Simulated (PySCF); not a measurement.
Computed IR spectrum (relative IR intensity) of a molecule H₇NOSi₂. The structure is a stationary point at B3LYP-D3(BJ)/def2-SVP. The values are those of a single conformer. Calculation: B3LYP-D3(BJ)/def2-SVP in PySCF. Frequencies are harmonic and unscaled.

```csv
ν (cm⁻¹),relative intensity
296,30
343,14
553,4.0
730,6.5
746,7.3
804,7.7
854,3.4
890,11
930,100
951,35
958,15
964,25
1023,29
1077,46
1540,7.6
2206,26
2211,20
2244,23
2253,31
2255,15
3581,4.8
3675,5.5
```

**Question.** Pick the molecule that these values belong to.
A) O[SiH2]N[SiH3]
B) N[SiH2]O[SiH3]
C) N[Si@H](O)[SiH3]
D) N[SiH2][SiH2]O

**Answer.** B, N[SiH2]O[SiH3]
